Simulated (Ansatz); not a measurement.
The first iterations of a band of Cl3FH3OSTa (10 atoms, charge 0, multiplicity 1).

Method: RKS PBE/def2-SVP (Ansatz 0.2.0).

* movable images: 7
* climbing image: yes
* spring: 5.0 eV/Å²
* optimiser: quadratic models (default)
* start path: through a guess of the saddle point
* force threshold: 0.03 eV/Å
* iteration limit: 60
* end points: relaxed

Initial state:

```xyz
10
Properties=species:S:1:pos:R:3
Ta -0.035 0.059 0.145
Cl 2.271 0.546 0.121
Cl -0.141 0.392 2.487
O 0.100 -0.748 -1.581
H -0.437 -1.344 -2.131
F -0.678 1.742 -0.355
Cl -2.104 -1.106 0.326
S 0.871 -2.459 1.128
H 1.173 -3.081 -0.049
H 2.177 -2.116 1.326
```

Final state:

```xyz
10
Properties=species:S:1:pos:R:3
Ta -0.646 -0.211 0.321
Cl 3.019 -1.337 -0.938
Cl 0.426 1.144 1.908
O 0.359 0.259 -1.170
H 1.270 -0.086 -1.387
F -2.246 0.766 0.539
Cl -1.863 -1.991 -0.616
S 0.534 -1.931 1.628
H 0.054 -3.048 1.007
H 2.288 -1.681 0.123
```

| iteration | highest image above the first end (eV) | largest band force component (eV/Å) |
| --- | --- | --- |
| 1 | 11.098 | 64.778 |
| 2 | 2.992 | 4.031 |
| 3 | 1.931 | 2.614 |
| 4 | 1.453 | 1.052 |
| 5 | 1.176 | 1.418 |
| 6 | 1.032 | 0.891 |
| 7 | 1.225 | 2.274 |
| 8 | 0.877 | 0.584 |
| 9 | 0.879 | 0.586 |
| 10 | 0.885 | 0.504 |
| 11 | 0.850 | 0.578 |
| 12 | 0.798 | 0.524 |
| 13 | 0.742 | 0.419 |
| 14 | 0.767 | 0.440 |
| 15 | 0.727 | 0.579 |
| 16 | 0.678 | 0.624 |
| 17 | 0.631 | 0.625 |
| 18 | 0.590 | 0.595 |
| 19 | 0.563 | 0.577 |

Q: Does the band converge within its limit, and where does its top end?

A: It converged. It ended after 58 iterations with the highest image 0.563 eV above the first end. The profile has 2 maxima (images 3, 6) with wells between them (image 5): this band takes more than one step, which may be the mechanism or a detour left from its start path. A structure lower than the first end lies on the path between it and the top, so the climb from that side starts below the end, which may itself be a saddle point or a shallow side well. A vibrational analysis at the climbing image gives one clearly imaginary mode, 68i cm⁻¹: a first-order saddle point. The orbitals stay closed-shell, which can raise the energy where a bond breaks towards radicals; this wasn't checked here.

Time of the run: 17 min on 4 threads of Arm Neoverse V1 (shared host), peak memory 0.25 GiB.
